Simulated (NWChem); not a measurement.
C$_{5}$H$_{5}$N; SMILES C(=CN)=CC#C

```xyz
11

C      0.6501     2.9541    -0.0912
C     -0.0009     1.9436     0.0543
C     -0.8019     0.7755     0.2489
C     -0.4424    -0.4411    -0.1144
C     -0.1217    -1.6611    -0.4766
N      0.4684    -2.6548     0.3281
H      1.2363     3.8333    -0.2300
H     -1.7697     0.9352     0.7336
H     -0.3868    -2.0068    -1.4762
H      1.1317    -3.2302    -0.1810
H      0.8985    -2.2840     1.1691
```
Atoms are numbered in this order, from 1.

All runs: NWChem. Pople sets run with spherical d functions. STO-3G and 3-21G are far too small for this property and stand as cheap habits. All runs use the structure optimised with B3LYP/6-31G* (spherical d). GIAO values for the isolated, static molecule; σ is the absolute isotropic shielding, δ = σ(reference) − σ with the isolated reference molecule computed at the same levels (13C: tetramethylsilane, 1H: tetramethylsilane).

### Question
Order these runs by computing time, cheapest first, and give rough ratios: Hartree-Fock/6-31G*; B3LYP/6-311G**; Hartree-Fock/STO-3G.

### Answer
Hartree-Fock/STO-3G (1), Hartree-Fock/6-31G* (6), B3LYP/6-311G** (30). Ratios are rough, from one shared machine; the cheapest took around 6 core-seconds (rough). What differs between the cheapest and the dearest: δ C2 (ppm) 58.1 → 79.9; δ C3 (ppm) 83.3 → 88.7; δ C5 (ppm) 100.8 → 110.8; δ H8 (ppm) 5.06 → 6.00.
